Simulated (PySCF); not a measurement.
SCF from a fresh guess for singlet ClSe₂⁻, at the PBE minimum. PySCF input:

```python
from pyscf import gto, scf, dft
mol = gto.M(atom='''
Cl     0.000000    -0.000000    -0.893110
Se     2.037730    -0.000000     0.196220
Se    -2.037730     0.000000     0.196220''',
    basis={'Cl': 'def2-SVPD', 'Se': 'def2-SVPD'},
    charge=-1, spin=0)
mf = dft.RKS(mol, xc='PBE0')
mf.grids.atom_grid = (50, 194)
aux = {'Cl': 'def2-universal-JKFIT', 'Se': 'def2-universal-JKFIT'}
mf = mf.density_fit(auxbasis=aux)
mf.conv_tol = 1e-08
mf.diis_space = 10
mf.max_cycle = 60
mf.init_guess = 'minao'
mf.verbose = 4
mf.kernel()
```

Excerpt of the output (cycles and frontier levels):

```
init E= -5260.06341163565
  HOMO = -0.245900744888804  LUMO = -0.188822237946918  gap/eV = 1.55319
cycle= 1 E= -5261.87020350136  delta_E= -1.81  |g|= 0.25  |ddm|= 2.18
  HOMO = -0.0241989998801446  LUMO = 0.0583459390617129  gap/eV = 2.24616
cycle= 2 E= -5261.87052055604  delta_E= -0.000317  |g|= 0.275  |ddm|= 0.886
  HOMO = -0.0509746969973857  LUMO = 0.0405576080310173  gap/eV = 2.49072
cycle= 3 E= -5261.89474775007  delta_E= -0.0242  |g|= 0.0832  |ddm|= 0.443
  HOMO = -0.0601988781908394  LUMO = 0.0312365154476084  gap/eV = 2.48808
cycle= 4 E= -5261.89638041391  delta_E= -0.00163  |g|= 0.0151  |ddm|= 0.0994
  HOMO = -0.0588174377975701  LUMO = 0.0331551240309551  gap/eV = 2.50270
cycle= 5 E= -5261.89644579494  delta_E= -6.54e-05  |g|= 0.00617  |ddm|= 0.0254
  HOMO = -0.0597381652023077  LUMO = 0.0323369573309624  gap/eV = 2.50549
cycle= 6 E= -5261.89645748633  delta_E= -1.17e-05  |g|= 0.000559  |ddm|= 0.00923
  HOMO = -0.0597867617257966  LUMO = 0.032304010681778  gap/eV = 2.50592
cycle= 7 E= -5261.89645768204  delta_E= -1.96e-07  |g|= 0.000221  |ddm|= 0.00172
  HOMO = -0.0598035295537565  LUMO = 0.0322887038155946  gap/eV = 2.50596
cycle= 8 E= -5261.89645772631  delta_E= -4.43e-08  |g|= 6.01e-05  |ddm|= 0.000828
  HOMO = -0.0598029986451074  LUMO = 0.0322903355452713  gap/eV = 2.50599
cycle= 9 E= -5261.89645772974  delta_E= -3.42e-09  |g|= 2.23e-05  |ddm|= 0.00027
  HOMO = -0.0597982195396285  LUMO = 0.0322948082669328  gap/eV = 2.50598
Extra cycle  E= -5261.89645772994  delta_E= -2e-10  |g|= 1.73e-05  |ddm|= 7.45e-05
converged SCF energy = -5261.89645772994
```

No lower solution of this spin was found by a stability analysis within the restricted form, which does not test spin polarisation.

The search for the lowest solution, with the stability check, took 7.4 s on 4 threads of a shared Intel Xeon @ 2.50GHz (Skylake/Cascade Lake) host, with 109 basis functions; the process peaked at 0.32 GiB.
